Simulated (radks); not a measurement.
Results of a calculation; reference values are marked as such.
Spherical jellium clusters: N electrons in a uniform positive sphere of charge N and radius rs N^(1/3), rs = 2.87 bohr. Level of theory: non-relativistic Kohn-Sham, exchange-only LDA, spin-polarised, spherical densities (a radial shooting solver with Libxc functionals). Levels are named by radial order and angular momentum (1s, 1p, 1d, 2s, ...), and open shells are averaged over m.

N = 34, configuration 1s2 1p6 1d10 2s2 1f14. This is the lowest configuration that the search found. Occupied and some empty levels:

level,occupation,eigenvalue (eV),<r> (bohr)
1s,2,-7.3795,5.043
1p,6,-6.0048,6.393
1d,10,-4.4834,7.290
2s,2,-4.2218,6.255
1f,14,-2.8028,8.038
2p,0,-2.2882,7.389
1g,0,-1.0057,8.854
2d,0,-0.57888,9.930

Energy (eV): total -20.5764, kinetic 107.60, external -3977.2, Hartree 1951.3, exchange-correlation -132.17, background 2029.9. Static polarisability (adiabatic kernel): 1171 bohr^3, against R^3 = 803.8 for a classical metal sphere.
